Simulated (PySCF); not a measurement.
Isomers of C8H16OS, from PBE0-D3(BJ)/def2-SVP geometry optimisation, gas phase (PySCF). One conformer each, no zero-point energy, no frequencies.

Problem. Which is lower in electronic energy at this level?
A. `[CH3:1][S:2][C@H:3]1[CH2:4][CH2:5][C@@H:6]([CH2:7][OH:8])[CH2:9][CH2:10]1` with C1–S2–C3–C4 170°, C5–C6–C7–O8 -179°, C6–C7–O8–H 61°, S2–C3–C4–C5 71°, C3–C4–C5–C6 54°, C4–C5–C6–C7 -179°, C5–C6–C9–C10 55°: A = 2156, B = 610.1, C = 566.3 MHz, dipole 2.36 D
B. `[CH3:1][CH:2]([CH3:3])[C@@:4]1([CH3:5])[CH2:6][CH2:7][S@:8](=[O:9])[CH2:10]1` with C1–C2–C4–C5 -61°, C2–C4–C6–C7 163°, C4–C6–C7–S8 -28°, C6–C7–S8–O9 111°, C7–S8–C10–C4 25°: A = 2187, B = 748.3, C = 684.4 MHz, dipole 4.22 D

Solution. A. That is `[C@H]1(CC[C@@H](CC1)CO)SC`, 29.0 kcal/mol below the other.

| SMILES | mapped SMILES | E (Eh) | relative (kcal/mol) | relative (kJ/mol) | dipole (D) |
| --- | --- | --- | --- | --- | --- |
| CS[C@H]1CC[C@@H](CO)CC1 | [CH3:1][S:2][C@H:3]1[CH2:4][CH2:5][C@@H:6]([CH2:7][OH:8])[CH2:9][CH2:10]1 | -786.92849 | 0.0 | 0.0 | 2.36 |
| CC(C)[C@@]1(C)CC[S@](=O)C1 | [CH3:1][CH:2]([CH3:3])[C@@:4]1([CH3:5])[CH2:6][CH2:7][S@:8](=[O:9])[CH2:10]1 | -786.88236 | 29.0 | 121.1 | 4.22 |

As drawn, the lower has an O–H bond, which the higher lacks; the higher has an S=O bond and a quaternary carbon, which the lower lacks.
